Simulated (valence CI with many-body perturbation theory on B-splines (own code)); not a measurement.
**E1 transitions of Co XXI**

Computed by relativistic CI+MBPT: five valence electrons over a frozen Dirac-Fock core [He], a basis of 11 s, 11 p, 10 d, 8 f, 5 g, 2 h functions for each j, with the one-electron correlation potential Σ1, the two-electron term Σ2, the three-electron term Σ3, Breit, model QED; selected CI, second order for the rest, scaled by the run's own slope (own B-spline code, finite nucleus).

No measured spectrum was set against this ion. As an estimate, levels of excited configurations hold to 0.05 to 0.15 % of their energy, terms of the ground configuration to about 0.5 %. Among the levels kept, up to 5400 cm⁻¹ of a level comes from second order outside the variational space, and about a tenth of that is noise between levels of different J, which matters for small intervals.

Lines 151 to 200 of 596 in falling wavelength, among levels below 87.573 Ry, chosen from the strongest by gf and those to the six lowest levels. Wavelengths and rates use the calculated energies, so an error of 700 cm⁻¹ moves a line at 348.4 Å by 0.24 % and its rate by three times that or more. Electric multipoles are in the length gauge, E1 and E2 with the static RPA response of the core. Weak lines are less certain than strong ones. Lines between different terms over intervals too small for the method are left out, as are lines whose strength nearly cancels. Where a level lies close to another of its J and parity, the split of strength between their lines is uncertain. The highest levels of a list are the least certain.

Names give the largest LS component (configuration and term), which can be under half, so a name can repeat, a term be missing and a line seem to break the LS rules; names also repeat where a configuration has a term twice. Letters in brackets count levels of one name in rising energy.

| λ vac (Å) | Upper | Lower | A (s⁻¹) | log gf | Branch % |
| --- | --- | --- | --- | --- | --- |
| 348.4 | 2s.2p3.3p 2S_1/2 [a] | 2s.2p3.3s 2P°_3/2 [a] | 2.27e+09 | -1.08 | 0.0 |
| 347.9 | 2s2.2p2.3d 4D_3/2 | 2s2.2p2.3p 4P°_1/2 | 2.14e+09 | -0.81 | 0.0 |
| 347.6 | 2s2.2p2.3d 4F_5/2 [b] | 2s2.2p2.3p 4D°_3/2 [b] | 2.55e+09 | -0.56 | 0.1 |
| 347.5 | 2s.2p3.3d 4D°_5/2 [b] | 2s.2p3.3p 4D_5/2 [a] | 1.03e+09 | -0.95 | 0.0 |
| 347.0 | 2s.2p3.3d 4D°_5/2 [a] | 2s.2p3.3p 4P_5/2 [a] | 1.16e+09 | -0.90 | 0.0 |
| 345.1 | 2s.2p3.3d 4D°_1/2 [a] | 2s.2p3.3p 4P_1/2 [a] | 3.49e+09 | -0.90 | 0.0 |
| 344.9 | 2s.2p3.3d 4D°_5/2 [a] | 2s.2p3.3p 4P_3/2 [a] | 2.93e+09 | -0.50 | 0.0 |
| 341.8 | 2s.2p3.3d 2D°_5/2 [b] | 2s.2p3.3p 2D_5/2 [b] | 8.39e+08 | -1.05 | 0.0 |
| 341.5 | 2s.2p3.3d 2D°_3/2 [a] | 2s.2p3.3p 2D_3/2 [a] | 2.11e+09 | -0.83 | 0.0 |
| 341.5 | 2s.2p3.3d 2D°_5/2 [b] | 2s.2p3.3p 2P_3/2 [b] | 2.80e+09 | -0.53 | 0.0 |
| 340.5 | 2s.2p3.3d 4D°_3/2 [a] | 2s.2p3.3p 4P_3/2 [a] | 2.30e+09 | -0.80 | 0.0 |
| 340.0 | 2s.2p3.3d 2P°_3/2 | 2s.2p3.3p 2S_1/2 [a] | 1.97e+09 | -0.86 | 0.0 |
| 339.9 | 2s.2p3.3p 4P_3/2 [c] | 2s.2p3.3s 4P°_1/2 | 1.29e+09 | -1.05 | 0.0 |
| 338.3 | 2s.2p3.3d 4D°_7/2 [b] | 2s.2p3.3p 4D_7/2 [a] | 8.13e+08 | -0.95 | 0.0 |
| 337.7 | 2s.2p3.3p 2D_5/2 [b] | 2s.2p3.3s 4P°_5/2 | 1.30e+09 | -0.87 | 0.0 |
| 336.9 | 2s.2p3.3d 4D°_7/2 [a] | 2s.2p3.3p 4P_5/2 [a] | 4.25e+09 | -0.24 | 0.0 |
| 335.8 | 2s2.2p2.3d 4F_3/2 | 2s2.2p2.3p 4D°_1/2 | 3.29e+09 | -0.65 | 0.2 |
| 333.4 | 2s2.2p2.3d 2D_3/2 [c] | 2s2.2p2.3p 2P°_1/2 [c] | 3.44e+09 | -0.64 | 0.0 |
| 333.2 | 2s.2p3.3d 2F°_5/2 [c] | 2s.2p3.3p 2F_5/2 [b] | 9.29e+08 | -1.03 | 0.0 |
| 332.1 | 2s.2p3.3d 2G°_9/2 [a] | 2s.2p3.3p 4D_7/2 [a] | 6.16e+08 | -0.99 | 3.2 |
| 329.8 | 2s2.2p2.3p 2P°_1/2 [a] | 2s2.2p2.3s 2P_3/2 | 2.46e+09 | -1.09 | 3.3 |
| 329.0 | 2s.2p3.3d 2F°_5/2 [a] | 2s.2p3.3p 2D_3/2 [a] | 1.66e+09 | -0.79 | 0.0 |
| 327.5 | 2s2.2p2.3d 2D_5/2 [a] | 2s2.2p2.3p 2P°_3/2 [a] | 3.09e+09 | -0.53 | 0.0 |
| 325.1 | 2s2.2p2.3d 2F_7/2 [d] | 2s2.2p2.3p 2F°_7/2 | 8.47e+08 | -0.97 | 0.0 |
| 324.6 | 2s.2p3.3d 4P°_5/2 [a] | 2s.2p3.3p 4D_7/2 [a] | 8.55e+08 | -1.09 | 0.0 |
| 324.6 | 2s2.2p2.3d 2P_3/2 [a] | 2s2.2p2.3p 2S°_1/2 | 2.15e+09 | -0.87 | 0.0 |
| 323.8 | 2s2.2p2.3p 2F°_5/2 [a] | 2s2.2p2.3s 4P_5/2 | 1.23e+09 | -0.94 | 2.3 |
| 323.0 | 2s.2p3.3p 2P_3/2 [d] | 2s.2p3.3s 2D°_5/2 [b] | 1.88e+09 | -0.93 | 0.1 |
| 322.6 | 2s.2p3.3d 2F°_7/2 [b] | 2s.2p3.3p 4P_5/2 [c] | 7.96e+08 | -1.00 | 0.0 |
| 322.0 | 2s.2p3.3p 4P_5/2 [b] | 2s.2p3.3s 4D°_7/2 | 4.29e+09 | -0.40 | 0.3 |
| 318.2 | 2s.2p3.3p 2P_1/2 [e] | 2s.2p3.3s 2D°_3/2 [b] | 4.39e+09 | -0.88 | 0.2 |
| 315.9 | 2s2.2p2.3p 2P°_3/2 [a] | 2s2.2p2.3s 2P_1/2 | 1.56e+09 | -1.03 | 1.8 |
| 315.4 | 2s.2p3.3d 2D°_5/2 [a] | 2s.2p3.3p 2P_3/2 [a] | 1.19e+09 | -0.97 | 0.0 |
| 313.9 | 2s.2p3.3d 4D°_3/2 [b] | 2s.2p3.3p 4D_3/2 [a] | 1.53e+09 | -1.04 | 0.0 |
| 313.5 | 2s.2p3.3p 4P_3/2 [b] | 2s.2p3.3s 4D°_5/2 | 3.14e+09 | -0.73 | 0.2 |
| 310.5 | 2s.2p3.3p 4P_3/2 [b] | 2s.2p3.3s 4D°_3/2 | 2.01e+09 | -0.93 | 0.1 |
| 310.0 | 2s.2p3.3p 2P_1/2 [f] | 2s.2p3.3s 2P°_1/2 [b] | 5.25e+09 | -0.82 | 0.4 |
| 308.4 | 2s.2p3.3p 4P_1/2 [b] | 2s.2p3.3s 4D°_1/2 | 3.81e+09 | -0.96 | 1.5 |
| 308.0 | 2s2.2p2.3d 4P_5/2 | 2s2.2p2.3p 4P°_5/2 | 2.03e+09 | -0.76 | 0.0 |
| 307.2 | 2s.2p3.3p 4P_1/2 [b] | 2s.2p3.3s 4D°_3/2 | 3.40e+09 | -1.02 | 1.4 |
| 306.0 | 2s.2p3.3p 2P_3/2 [d] | 2s.2p3.3s 2S°_1/2 | 3.21e+09 | -0.74 | 0.1 |
| 298.9 | 2s.2p3.3d 2P°_3/2 | 2s.2p3.3p 2P_3/2 [b] | 1.58e+09 | -1.07 | 0.0 |
| 294.9 | 2s.2p3.3p 4P_5/2 [b] | 2s.2p3.3s 4D°_5/2 | 1.40e+09 | -0.96 | 0.1 |
| 292.6 | 2s2.2p2.3p 2P°_3/2 [b] | 2s2.2p2.3s 2D_3/2 | 3.87e+09 | -0.70 | 0.3 |
| 285.2 | 2s.2p3.3d 2F°_7/2 [a] | 2s.2p3.3p 2F_7/2 [a] | 2.03e+09 | -0.70 | 0.0 |
| 278.6 | 2s2.2p2.3d 2D_5/2 [c] | 2s2.2p2.3p 2F°_5/2 [b] | 1.58e+09 | -0.96 | 0.0 |
| 250.0 | 2s2.2p2.3p 2D°_5/2 | 2s2.2p2.3s 2P_3/2 | 2.12e+09 | -0.92 | 3.2 |
| 187.9 | 2s.2p3.3p 4P_5/2 [b] | 2s.2p3.3s 4S°_3/2 [a] | 2.56e+09 | -1.09 | 0.2 |
| 173.6 | 2s.2p3.3p 2D_5/2 [c] | 2s.2p3.3s 2D°_5/2 [a] | 3.70e+09 | -1.00 | 0.7 |
| 171.1 | 2s.2p3.3p 2F_7/2 [a] | 2s2.2p2.3p 2D°_5/2 | 2.75e+09 | -1.01 | 0.1 |
